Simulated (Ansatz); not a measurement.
Ansatz (a quantum-chemistry and plane-wave program) input (B3LYP-D3(BJ)/def2-TZVP):

Ansatz 0.2 input:
```yaml
crystal:
  periodic: [false, false, false]
  atoms:
    - {symbol: Re, position_ang: [-0.00000000, -0.00000000, -0.19736517]}
    - {symbol: F, position_ang: [0.00000000, 0.00000000, 1.64470974]}
basis:
  gaussian:
    orbitals: def2-TZVP
hamiltonian:
  xc: b3lyp
  dispersion: d3bj
magnetization: {spin_polarized: true, initial_magnetization: 2}
phonons: {temperatures: {t_min: 298.15, t_max: 298.15, t_step: 100}}
```

Output:

```
Functional definition: B3LYP
integrals: 0.01 GiB planned
533 factors; their error is unknown
mean field: 0.20 GiB planned
mean field evaluation 1: about -4843.7298 eV, gradient 2.2e1 eV
mean field evaluation 2: about -4832.7307 eV, gradient 6.4e1 eV
mean field evaluation 4: about -4845.2999 eV, gradient 3.3e0 eV
mean field evaluation 8: about -4845.3643 eV, gradient 9.8e-2 eV
mean field evaluation 16: about -4845.3838 eV, gradient 2.6e-2 eV
mean field evaluation 32: about -4846.1109 eV, gradient 6.7e-2 eV
mean field evaluation 64: about -4846.0310 eV, gradient 4.5e-1 eV
mean field evaluation 96: about -4846.0870 eV, gradient 2.3e-1 eV
mean field evaluation 128: about -4845.7872 eV, gradient 1.2e0 eV
mean field -4846.11125479 eV, -178.0913038013 hartree, gradient 9.7e-8 eV, S^2 3.013162; 11 other end points of the search recorded, 0 dependent functions left out
the calculation of the forces begins
reference -4846.11143639 eV, -178.0913104751 hartree; 13, 11 occupied and 58, 60 virtual orbitals, 533 factors
these checks for a lower state are left out or cut short: stability, starts, cluster_reference, orbital_swaps, neighbouring_geometries, increment
integrals: 0.01 GiB planned
533 factors; their error is unknown
mean field: 0.20 GiB planned
mean field evaluation 160: about -4846.1113 eV, gradient 1.6e-6 eV
mean field -4846.11125479 eV, -178.0913038013 hartree, gradient 8.5e-6 eV, S^2 3.013162; 0 other end points of the search recorded, 0 dependent functions left out
the calculation of the forces begins
reference -4846.11143639 eV, -178.0913104750 hartree; 13, 11 occupied and 58, 60 virtual orbitals, 533 factors
these checks for a lower state are left out or cut short: stability, starts, cluster_reference, orbital_swaps, neighbouring_geometries, increment
integrals: 0.01 GiB planned
533 factors; their error is unknown
mean field: 0.20 GiB planned
mean field -4846.11125479 eV, -178.0913038013 hartree, gradient 8.5e-6 eV, S^2 3.013162; 0 other end points of the search recorded, 0 dependent functions left out
the calculation of the forces begins
reference -4846.11143639 eV, -178.0913104750 hartree; 13, 11 occupied and 58, 60 virtual orbitals, 533 factors
these checks for a lower state are left out or cut short: stability, starts, cluster_reference, orbital_swaps, neighbouring_geometries, increment
integrals: 0.01 GiB planned
533 factors; their error is unknown
mean field: 0.20 GiB planned
mean field -4846.11125479 eV, -178.0913038013 hartree, gradient 8.5e-6 eV, S^2 3.013162; 0 other end points of the search recorded, 0 dependent functions left out
the calculation of the forces begins
reference -4846.11143639 eV, -178.0913104750 hartree; 13, 11 occupied and 58, 60 virtual orbitals, 533 factors
these checks for a lower state are left out or cut short: stability, starts, cluster_reference, orbital_swaps, neighbouring_geometries, increment
integrals: 0.01 GiB planned
533 factors; their error is unknown
mean field: 0.20 GiB planned
mean field -4846.11125479 eV, -178.0913038013 hartree, gradient 8.5e-6 eV, S^2 3.013162; 0 other end points of the search recorded, 0 dependent functions left out
the calculation of the forces begins
reference -4846.11143639 eV, -178.0913104750 hartree; 13, 11 occupied and 58, 60 virtual orbitals, 533 factors
these checks for a lower state are left out or cut short: stability, starts, cluster_reference, orbital_swaps, neighbouring_geometries, increment
integrals: 0.01 GiB planned
533 factors; their error is unknown
mean field: 0.20 GiB planned
mean field evaluation 192: about -4846.0982 eV, gradient 4.2e-4 eV
mean field -4846.11115684 eV, -178.0913002018 hartree, gradient 2.3e-6 eV, S^2 3.013079; 0 other end points of the search recorded, 0 dependent functions left out
the calculation of the forces begins
reference -4846.11133841 eV, -178.0913068745 hartree; 13, 11 occupied and 58, 60 virtual orbitals, 533 factors
these checks for a lower state are left out or cut short: stability, starts, cluster_reference, orbital_swaps, neighbouring_geometries, increment
integrals: 0.01 GiB planned
533 factors; their error is unknown
mean field: 0.20 GiB planned
mean field -4846.11115605 eV, -178.0913001728 hartree, gradient 1.9e-6 eV, S^2 3.013246; 0 other end points of the search recorded, 0 dependent functions left out
the calculation of the forces begins
reference -4846.11133768 eV, -178.0913068476 hartree; 13, 11 occupied and 58, 60 virtual orbitals, 533 factors
these checks for a lower state are left out or cut short: stability, starts, cluster_reference, orbital_swaps, neighbouring_geometries, increment
integrals: 0.01 GiB planned
533 factors; their error is unknown
mean field: 0.20 GiB planned
mean field -4846.11125479 eV, -178.0913038013 hartree, gradient 8.5e-6 eV, S^2 3.013162; 0 other end points of the search recorded, 0 dependent functions left out
the calculation of the forces begins
reference -4846.11143639 eV, -178.0913104750 hartree; 13, 11 occupied and 58, 60 virtual orbitals, 533 factors
these checks for a lower state are left out or cut short: stability, starts, cluster_reference, orbital_swaps, neighbouring_geometries, increment
integrals: 0.01 GiB planned
533 factors; their error is unknown
mean field: 0.20 GiB planned
mean field evaluation 224: about -4846.1113 eV, gradient 8.5e-6 eV
mean field -4846.11125479 eV, -178.0913038013 hartree, gradient 8.5e-6 eV, S^2 3.013162; 0 other end points of the search recorded, 0 dependent functions left out
the calculation of the forces begins
reference -4846.11143639 eV, -178.0913104750 hartree; 13, 11 occupied and 58, 60 virtual orbitals, 533 factors
these checks for a lower state are left out or cut short: stability, starts, cluster_reference, orbital_swaps, neighbouring_geometries, increment
integrals: 0.01 GiB planned
533 factors; their error is unknown
mean field: 0.20 GiB planned
mean field -4846.11125479 eV, -178.0913038013 hartree, gradient 8.5e-6 eV, S^2 3.013162; 0 other end points of the search recorded, 0 dependent functions left out
the calculation of the forces begins
reference -4846.11143639 eV, -178.0913104750 hartree; 13, 11 occupied and 58, 60 virtual orbitals, 533 factors
these checks for a lower state are left out or cut short: stability, starts, cluster_reference, orbital_swaps, neighbouring_geometries, increment
integrals: 0.01 GiB planned
533 factors; their error is unknown
mean field: 0.20 GiB planned
mean field -4846.11125479 eV, -178.0913038013 hartree, gradient 8.5e-6 eV, S^2 3.013162; 0 other end points of the search recorded, 0 dependent functions left out
the calculation of the forces begins
reference -4846.11143639 eV, -178.0913104750 hartree; 13, 11 occupied and 58, 60 virtual orbitals, 533 factors
these checks for a lower state are left out or cut short: stability, starts, cluster_reference, orbital_swaps, neighbouring_geometries, increment
integrals: 0.01 GiB planned
533 factors; their error is unknown
mean field: 0.20 GiB planned
mean field -4846.11115605 eV, -178.0913001728 hartree, gradient 1.9e-6 eV, S^2 3.013246; 0 other end points of the search recorded, 0 dependent functions left out
the calculation of the forces begins
reference -4846.11133768 eV, -178.0913068476 hartree; 13, 11 occupied and 58, 60 virtual orbitals, 533 factors
these checks for a lower state are left out or cut short: stability, starts, cluster_reference, orbital_swaps, neighbouring_geometries, increment
integrals: 0.01 GiB planned
533 factors; their error is unknown
mean field: 0.20 GiB planned
mean field evaluation 256: about -4846.1112 eV, gradient 2.3e-6 eV
mean field -4846.11115684 eV, -178.0913002018 hartree, gradient 2.3e-6 eV, S^2 3.013079; 0 other end points of the search recorded, 0 dependent functions left out
the calculation of the forces begins
reference -4846.11133841 eV, -178.0913068745 hartree; 13, 11 occupied and 58, 60 virtual orbitals, 533 factors
Total energy: -4846.14067986 eV, -178.0923851528 hartree
Atom 0 at    -0.000000    -0.000000    -0.197365 Å, force     0.000000     0.000000    -0.000000 eV/Å
Atom 1 at     0.000000     0.000000     1.644710 Å, force    -0.000000    -0.000000     0.000000 eV/Å
Dipole moment:    -0.000000    -0.000000    -0.479138 e Å
Vibrations: 704.58 cm⁻¹, zero-point energy 0.043678 eV
```

The spin state was set by rule; other spins were not relaxed.

The determinant is spin-contaminated: <S^2> is 3.01 against 2.00 for a pure state.
